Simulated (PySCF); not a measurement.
## MBr anions for M along the second period

PBE with double-zeta basis sets in PySCF, for the lowest determinant that a PBE0 search found; no spin–orbit coupling. De refers to high-spin ground-configuration atoms (the charge goes to the atom of lower measured ionisation energy or higher electron affinity, which is not always the lowest computed limit). A positive dipole points towards Br; it is taken about the centre of mass and depends on that origin.

```csv
M,basis,charged atom,state (unpaired electrons),Re (Å),ωe (cm⁻¹),De (eV),μ (D)
Li,aug-pcseg-1,Br−,doublet (σ ↑),2.335,413,1.52,8.83
Be,def2-SVPD,Br−,singlet (closed shell),2.239,368,1.22,7.32
B,aug-cc-pVDZ/aug-cc-pVDZ-PP,Br−,doublet (π ↑),2.110,410,1.66,6.53
C,aug-pcseg-1,Br−,triplet (π ↑↑),2.069,416,1.98,4.72
F,aug-pcseg-1,F−,doublet (σ ↑),2.367,247,2.08,2.97
```

By what factor does the harmonic wavenumber vary along the series?

At PBE it runs from 247 cm⁻¹ (BrF⁻) to 416 cm⁻¹ (CBr⁻), a factor of 1.68.

The rows differ in basis set, which adds steps of its own.

The state changes along the series, so neighbouring rows are not always alike in their bonding.

Spin–orbit coupling is left out. For an ion De counts to the pair picked by the measured ionisation energies or electron affinities, which need not be the lowest pair at this level. The highest Kohn–Sham level is positive in some of these anions. Much of that is self-interaction error, but it also means that the finite basis helps to hold the extra electron. States were picked by a PBE0 search and need not be the measured ground states.
